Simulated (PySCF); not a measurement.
CH4MgOS, SMILES C[S][Mg][OH]. Heavy atoms are numbered as in [Mg:1]([OH:2])[S:4][CH3:5]. Hydrogens are named by the atom that carries them.

Coordinates come from a PBE0-D3(BJ)/def2-SVP optimisation. One conformer was computed; it need not be the lowest.

Method: PySCF with B3LYP/pcSseg-1.

GIAO shieldings, no solvent; atoms alike by connectivity are averaged. δ = σ(ref) − σ: ¹⁷O against H2O (σ = 333.8 ppm); ¹H against TMS (σ = 31.68 ppm); ³³S against H2S (σ = 695.8 ppm); ¹³C against TMS (σ = 181.3 ppm), references at their B3LYP-D3(BJ)/def2-TZVP geometries, non-relativistic.

```tsv
nucleus	atoms	count	δ (ppm)
¹⁷O	O2 (OH)	1	-46.6
¹H	H on C5	3	2.32
¹H	H on O2	1	0.12
³³S	S4	1	-61.1
¹³C	C5 (CH3)	1	13.1
```
